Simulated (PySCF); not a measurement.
A GIAO shielding run with PySCF (density fitting, non-relativistic, gas phase) on 1,2,4,5-tetrafluorobenzene (Fc1cc(F)c(F)cc1F, C₆H₂F₄):

```
{"job": {"kind": "nmr", "xc": "PBE0", "basis": "pcSseg-1"}, "charge": 0, "multiplicity": 1}
F      1.142319     2.466565     0.050472
C      0.581764     1.253228     0.024697
C     -0.797797     1.144538     0.016322
C     -1.377430    -0.111688    -0.011022
F     -2.709998    -0.217140    -0.017499
C     -0.581619    -1.253343    -0.030922
F     -1.142503    -2.466486    -0.059280
C      0.798015    -1.144797    -0.020822
C      1.377623     0.111504     0.007366
F      2.710239     0.217089     0.018320
H     -1.413630     2.028860     0.030865
H      1.414215    -2.029014    -0.034524
```

Hardware: 1 thread of an Arm Neoverse V1, shared host. The job also computes population analyses, field gradients, ring-centre shieldings.

Question: How large is the calculation?

Answer: 74 electrons, 180 basis functions and 930 auxiliary functions.

Question: How long does it take?

Answer: 22 s of wall time, with 13 SCF cycles and 4 response iterations. Times on a shared host scatter by some tens of per cent.
